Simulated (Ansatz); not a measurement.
Harmonic frequencies (cm⁻¹) at PBE0-D4/def2-TZVP from Ansatz: 36, 131, 174, 358, 590, 611, 729, 850, 970, 980, 1349, 1465, 1473, 1955, 1957, 3060, 3151, 3153.

(1) Which molecule is it?
A. `B[Si](O)(O)F`
B. `C[S][SbH2]`
C. `S[CH2][SbH2]`
D. `[CH3][SbH][SH]`

Answers

(1) B.
